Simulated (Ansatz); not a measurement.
Ansatz (an electronic-structure program) input (CCSD(T)/aug-cc-pV(D+d)Z):
A basis named .json is the Basis Set Exchange file of that set.

Ansatz 0.2 input:
```yaml
crystal:
  periodic: [false, false, false]
  atoms:
    - {symbol: Si, position_ang: [0.79334715, -0.20873346, 0.74708962]}
    - {symbol: H, position_ang: [1.83118120, -0.48928727, -0.33631969]}
    - {symbol: Cl, position_ang: [-0.76106126, 0.20067975, -0.59546677]}
basis:
  gaussian:
    orbitals: aug-cc-pV_D+d_Z.json
magnetization: {spin_polarized: false}
correlation: {method: ccsd_t, electrons: outside_noble_gas}
output: {forces: true}
```

End of the output:

```
mean field: 0.17 GiB planned
mean field evaluation 1: about -20381.2808 eV, gradient 1.1e1 eV
mean field evaluation 2: about -20381.2813 eV, gradient 1.1e1 eV
mean field evaluation 4: about -20381.8829 eV, gradient 1.3e0 eV
mean field evaluation 8: about -20381.8970 eV, gradient 1.3e-3 eV
mean field evaluation 16: about -20381.8970 eV, gradient 4.8e-6 eV
mean field -20381.89699832 eV, -749.0208993424 hartree, gradient 4.8e-6 eV, S^2 0.000000; 0 other end points of the search recorded, 0 dependent functions left out; unrestricted orbitals would lower it
10 core orbitals not correlated
reference -20381.89699832 eV, -749.0208993424 hartree; 6, 6 occupied and 57, 57 virtual orbitals, 731 factors
densities: 0.20 GiB planned
second order -6.40050389 eV of doubles, -0.00000000 eV of singles
coupled cluster: 0.16 GiB planned
cycle   1  -7.01081347 eV  change   -6.1e-1 eV  update   7.5e-2
cycle   2  -7.25708909 eV  change   -2.5e-1 eV  update   2.8e-2
cycle   3  -7.30347086 eV  change   -4.6e-2 eV  update   1.3e-2
cycle   4  -7.29995391 eV  change    3.5e-3 eV  update   4.3e-3
cycle   5  -7.29963559 eV  change    3.2e-4 eV  update   1.3e-3
cycle   6  -7.29977131 eV  change   -1.4e-4 eV  update   4.8e-4
cycle   7  -7.29975021 eV  change    2.1e-5 eV  update   1.7e-4
cycle   8  -7.29977545 eV  change   -2.5e-5 eV  update   5.9e-5
cycle   9  -7.29977423 eV  change    1.2e-6 eV  update   2.0e-5
cycle  10  -7.29976818 eV  change    6.1e-6 eV  update   6.6e-6
cycle  11  -7.29976848 eV  change   -3.0e-7 eV  update   2.4e-6
perturbative correction -0.23574796 eV, -0.0086635777 hartree
the calculation of the forces begins
Total energy: -20389.43251477 eV, -749.2978244639 hartree
Atom 0 at     0.793347    -0.208733     0.747090 Å, force     0.255280    -0.067116     0.253876 eV/Å
Atom 1 at     1.831181    -0.489287    -0.336320 Å, force     0.036285    -0.009731    -0.016393 eV/Å
Atom 2 at    -0.761061     0.200680    -0.595467 Å, force    -0.291566     0.076847    -0.237483 eV/Å
Dipole moment:     0.201078    -0.053161     0.118916 e Å
```
